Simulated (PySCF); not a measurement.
A run for PySCF: R-M06-2X/6-31G* on CH4S (SMILES CS).

```python
from pyscf import gto, scf, dft, mp
from pyscf.data.elements import chemcore

mol = gto.M(
    atom='''
    C    -1.22501136    0.03617921    3.92231725
    S     0.55684585   -0.32313185    3.78604882
    H    -1.74194123   -0.21588097    2.99932902
    H    -1.60891428   -0.58466990    4.73004714
    H    -1.39599193    1.08235369    4.16696499
    H     0.76946967    0.43259333    2.69534797
    ''',
    basis='6-31g*',
    cart=True,
    charge=0, spin=0, verbose=3, max_memory=1800)
mf = dft.RKS(mol, xc='m062x')
mf.conv_tol = 1e-8
mf.max_cycle = 100
mf.kernel()
if not mf.converged:
    mf = mf.newton().run(mf.mo_coeff, mf.mo_occ)
```

Program output:

```
converged SCF energy = -438.627403378617
```

The run converged.

Cost: very roughly 2.9 core-seconds.
